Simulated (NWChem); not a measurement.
Species: C$_{4}$H$_{4}$OS; SMILES C=C=CSC=O

```xyz
10

C      1.0423     2.6445    -0.1694
C      0.0573     1.7938    -0.0490
C     -0.9348     0.9433     0.0676
S     -0.8845    -0.7174    -0.5510
C      0.6462    -1.2902     0.1765
O      1.0981    -2.3750    -0.0197
H      1.8378     2.7109     0.5803
H      1.0979     3.3212    -1.0294
H     -1.8644     1.2293     0.5726
H      1.1114    -0.5070     0.8255
```
Atoms are numbered in this order, from 1.

STO-3G and 3-21G are far too small for this property and stand as cheap habits. Geometry: optimised at PBE0/def2-SVP.

### Question
Give the principal values of the shielding tensors (ppm) of C1, C2, C3, S4, C5 from Hartree-Fock/STO-3G, GIAO (NWChem), with their diamagnetic and paramagnetic parts as GIAO splits them.

### Answer
```tsv
atom	σ11	σ22	σ33	isotropic	diamagnetic	paramagnetic
C1	73.8	183.3	223.9	160.3	254.2	-93.9
C2	45.5	54.6	58.3	52.8	263.3	-210.5
C3	69.4	166.6	213.2	149.7	256.6	-106.9
S4	357.4	719.5	809.6	628.8	1041.9	-413.0
C5	-28.1	149.9	165.9	95.9	258.4	-162.5
```
